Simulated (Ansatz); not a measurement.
Molecule: 2-methylidenebut-3-enylsilane, C$_{5}$H$_{10}$Si, charge 0, multiplicity 1. 
Structure (B3LYP-D3(BJ)/def2-TZVP (Ansatz, a first-principles code) minimum search):
```xyz
16

C     -1.4169     1.6306    -0.8536
C     -1.5719     0.3150    -0.7037
C     -0.5087    -0.6746    -0.5258
C     -0.8329    -1.9673    -0.3892
C      0.9217    -0.2149    -0.4668
Si     1.4438     0.3647     1.2570
H     -2.2720     2.2804    -0.9814
H     -0.4460     2.1076    -0.8502
H     -2.5777    -0.0937    -0.7120
H     -1.8658    -2.2903    -0.4027
H     -0.0794    -2.7331    -0.2582
H      1.1074     0.5896    -1.1818
H      1.5878    -1.0366    -0.7382
H      0.5702     1.4515     1.7527
H      2.8417     0.8616     1.2100
H      1.3737    -0.7764     2.1991
```

Basis-set convergence of Hartree-Fock and MP2 correlation energies (hartree) with Ansatz. Correlated levels leave the core frozen unless marked. No spin-orbit coupling. Non-relativistic.

The Hartree-Fock reference is unstable (checked in the largest basis), which strains HF and MP2. 

```csv
basis,functions,E(HF),"E(corr, MP2)"
cc-pV(D+d)Z,143,-484.07090,-0.78153
cc-pV(T+d)Z,329,-484.13633,-0.95285
cc-pV(Q+d)Z,639,-484.15225,-1.01283
```

Extrapolating the two largest sets (X = 3 and 4) as X^-3: E(corr) = (64·(-1.01283) - 27·(-0.95285))/37 = -1.0566 Eh, an estimate of the basis-set limit. The largest set recovers 95.9 % of it, the smallest 74.0 %.
